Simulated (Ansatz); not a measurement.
Geometry optimisation, RKS B3LYP-D4/def2-SVP (Ansatz).

Input file:

```yaml
crystal:
  periodic: [false, false, false]
  atoms:
    - { symbol: B, position_ang: [0.0, 0.0, 0.0] }
    - { symbol: "N", position_ang: [0.0, 0.0, 1.55] }
    - { symbol: H, position_ang: [-0.877, -0.2713, 2.08] }
    - { symbol: H, position_ang: [0.877, 0.2713, 2.08] }
    - { symbol: C, position_ang: [1.3856, 0.0, -0.8] }
    - { symbol: H, position_ang: [1.7152, -1.0462, -0.9702] }
    - { symbol: H, position_ang: [1.2491, 0.508, -1.7774] }
    - { symbol: H, position_ang: [2.1552, 0.5381, -0.2082] }
    - { symbol: C, position_ang: [-1.3856, 0.0, -0.8] }
    - { symbol: H, position_ang: [-1.9458, -0.9305, -0.5708] }
    - { symbol: H, position_ang: [-1.9898, 0.8797, -0.4946] }
    - { symbol: H, position_ang: [-1.1839, 0.0508, -1.8903] }
basis:
  gaussian: { orbitals: def2-SVP }
hamiltonian:
  xc: b3lyp
  dispersion: d4
relax:
  f_tol: 0.02
  max_steps: 40
```

Launched with:

```bash
$ ansatz run input.yaml --threads 2 --pin off --max-ram 3072MiB --backend cpu --events-out ev --progress --plain --runs-dir out
```

**Question.** Where does it end, and by what steps?

**Answer.** The forces met the threshold. The force dipped under the threshold on the way, but the program's further checks kept it going. After 19 steps the energy has fallen by 0.643 eV; H12 moved furthest, 1.07 Å.

| step | energy less start (eV) | largest force component (eV/Å) | accepted |
| --- | --- | --- | --- |
| 0 | 0.0000 | 3.075 | yes |
| 1 | -0.4774 | 1.791 | yes |
| 2 | -0.5559 | 1.705 | yes |
| 3 | -0.5932 | 0.889 | yes |
| 4 | -0.6111 | 0.164 | yes |
| 5 | -0.5778 | 0.927 | no |
| 6 | -0.6180 | 0.084 | yes |
| 7 | -0.6219 | 0.202 | yes |
| 8 | -0.6249 | 0.247 | yes |
| 9 | -0.6228 | 1.054 | no |
| 10 | -0.6337 | 0.042 | yes |
| 11 | -0.6378 | 0.041 | yes |
| 12 | -0.6338 | 0.357 | no |
| 13 | -0.6398 | 0.040 | yes |
| 14 | -0.6402 | 0.116 | yes |
| 15 | -0.6414 | 0.072 | yes |
| 16 | -0.6421 | 0.007 | yes |
| 17 | -0.6424 | 0.017 | yes |
| 18 | -0.6425 | 0.033 | yes |
| 19 | -0.6426 | 0.018 | yes |

```xyz
12
Properties=species:S:1:pos:R:3
B 0.001 -0.013 0.047
N 0.009 -0.113 1.445
H -0.829 -0.248 1.999
H 0.854 -0.056 2.001
C 1.364 0.195 -0.738
H 1.535 -0.644 -1.437
H 1.318 1.103 -1.366
H 2.254 0.278 -0.091
C -1.371 -0.110 -0.744
H -2.256 -0.272 -0.105
H -1.544 0.812 -1.329
H -1.335 -0.930 -1.483
```

Whether the end is a true minimum wasn't checked by a vibrational analysis.

Run time: 40 s on 2 threads of Arm Neoverse V1 (shared host), peak memory 0.19 GiB.
